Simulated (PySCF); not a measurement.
Bonds: Si1-Cl2 2.035 Å, Si1-Cl3 2.034 Å, Si1-Cl4 2.030 Å, Si1-O5 1.635 Å, O5-Si6 1.635 Å, Si6-Cl7 2.034 Å, Si6-Cl8 2.028 Å, Si6-Cl9 2.031 Å.

Geometry: PBE0-D3(BJ)/def2-SVP; GIAO shifts from PySCF 2.14.0 with density-fitted response routines, gas phase, non-relativistic, averaged over equivalent atoms.

At PBE0/pcSseg-1 (209 basis functions, 51 s wall time on 1 thread of an Arm Neoverse V1, shared host):
| atoms | δ (ppm) |
| --- | --- |
| Si1/Si6 | -18.7 |
| Cl2/Cl3/Cl4/Cl7/Cl8/Cl9 | 155.9 |
| O5 | 166.2 |

Scale: ²⁹Si (351.99 ppm) vs TMS; ³⁵Cl (943.27 ppm) vs HCl; ¹⁷O (334.56 ppm) vs H2O (reference shieldings calculated alike).

What do these become at wB97X-D/pcSseg-1?

Answers


```json
{"atoms": "Si1/Si6", "δ at wB97X-D/pcSseg-1": "-15.7", "change": "+3.0"}
{"atoms": "Cl2/Cl3/Cl4/Cl7/Cl8/Cl9", "δ at wB97X-D/pcSseg-1": "147.2", "change": "-8.7"}
{"atoms": "O5", "δ at wB97X-D/pcSseg-1": "159.4", "change": "-6.8"}
```

Chemical shifts δ = σref − σ; TMS for ²⁹Si (352.93 ppm); ³⁵Cl (939.37 ppm) vs HCl; ¹⁷O (333.19 ppm) against H2O, all at this level.

The largest change is at Cl2/Cl3/Cl4/Cl7/Cl8/Cl9 (chlorine bonded to Si). Cost: 209 basis functions, 49 s wall time on 1 thread of an Arm Neoverse V1, shared host.

Experimental scales use liquid or dissolved standards, which lie at an offset from isolated H2O (liquid H2O: subtract about 36 ppm).
